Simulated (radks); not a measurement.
Co X, 18 electrons, occupied as [Ar].

All-electron calculation, scalar-relativistic Kohn-Sham, PBE, spin-unpolarised, spherical densities, finite nucleus; Fermi nuclear charge, rms radius 3.7875 fm. Program: a radial shooting solver on a logarithmic mesh with Libxc functionals.

Energy parts (eV):
| part | energy |
|---|---|
| total | -37144.241 |
| kinetic | 37645.170 |
| electron-nucleus | -84895.941 |
| Hartree | 11534.915 |
| exchange-correlation | -1428.385 |

Orbitals (lengths in bohr, moments of r in powers of bohr):
orbital  occ.  eigenvalue (eV)      <r>       <r^4>
1s          2        -7814.742  0.05621  0.00004645
2s          2        -1126.462   0.2548     0.01018
2p          6        -997.3050   0.2245    0.007694
3s          2        -299.6988   0.7063      0.4902
3p          6        -261.0364   0.7138      0.5478
3d          0        -201.1923   0.6947      0.5827
4s          0        -126.4637    1.520       9.332
4p          0        -113.3845    1.588       11.41

The highest occupied level is 3p at -261.04 eV. The electron density at the nucleus is 1.741e+04 e/bohr^3 (large components only). Summed over all electrons, <r^2> = 5.204 bohr^2, which gives a Langevin (diamagnetic) susceptibility term of -4.12 x 10^-6 cm^3/mol.
